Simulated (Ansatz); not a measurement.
Coupled-cluster run, `F[SiH2]S[SiH3]`.

```yaml
crystal:
  periodic: [false, false, false]
  atoms:
    - {symbol: F, position_ang: [-1.923232, 2.383409, 0.314631]}
    - {symbol: Si, position_ang: [-0.638944, 1.443123, 0.227060]}
    - {symbol: S, position_ang: [-1.346240, -0.510119, -0.209875]}
    - {symbol: Si, position_ang: [0.555971, -1.492856, -0.229472]}
    - {symbol: H, position_ang: [0.237151, 1.952614, -0.853041]}
    - {symbol: H, position_ang: [0.057395, 1.482163, 1.533824]}
    - {symbol: H, position_ang: [1.232179, -1.364232, 1.086235]}
    - {symbol: H, position_ang: [1.437125, -0.921888, -1.279509]}
    - {symbol: H, position_ang: [0.262695, -2.914713, -0.520953]}
basis:
  gaussian: {orbitals: def2-TZVPP}
correlation: {method: ccsd_t}
```

```sh
$ ansatz run in.yaml --threads 2 --pin off --events-out ev --progress --plain
```

Output of Ansatz, abridged:

```
Functional definition: HF
1315 factors; integrals over basis functions are off by at most 1.1e-3 eV
mean field evaluation 1: about -29329.7408 eV, gradient 3.0e1 eV
mean field evaluation 2: about -29330.0194 eV, gradient 3.0e1 eV
mean field evaluation 4: about -29332.3154 eV, gradient 3.1e0 eV
mean field evaluation 8: about -29332.3676 eV, gradient 2.3e-1 eV
mean field -29332.36788174 eV, -1077.9446374609 hartree, gradient 4.3e-6 eV, S^2 0.000000; 0 other end points of the search recorded, 0 dependent functions left out
16 core orbitals not correlated: weight in the atoms' cores, before any rotation towards them, 1.000 or more for the frozen orbitals, at most 0.000 for the correlated occupied ones
reference -29332.36788174 eV, -1077.9446374609 hartree; 13, 13 occupied and 198, 198 virtual orbitals, 1315 factors
second order -18.37455359 eV of doubles, -0.00000000 eV of singles
cycle   1  -19.14212247 eV  change   -7.7e-1 eV  update   9.7e-2
cycle   2  -19.63848169 eV  change   -5.0e-1 eV  update   2.9e-2
cycle   3  -19.74312505 eV  change   -1.0e-1 eV  update   1.5e-2
cycle   4  -19.73372845 eV  change    9.4e-3 eV  update   3.2e-3
cycle   5  -19.73149440 eV  change    2.2e-3 eV  update   1.3e-3
cycle   6  -19.73180024 eV  change   -3.1e-4 eV  update   4.0e-4
cycle   7  -19.73162031 eV  change    1.8e-4 eV  update   1.4e-4
cycle   8  -19.73156990 eV  change    5.0e-5 eV  update   4.2e-5
cycle   9  -19.73158861 eV  change   -1.9e-5 eV  update   1.7e-5
perturbative correction -0.70462132 eV, -0.0258943557 hartree
Total energy: -29352.80409167 eV, -1078.6956543236 hartree
```

Hardware: 2 threads of a server CPU on a shared host. Wall time 70 s, peak host memory 3.4 GiB.

The correlation energy is -20.436 eV, 3.4 % of it from (T); the T1 diagnostic reads 0.0115.
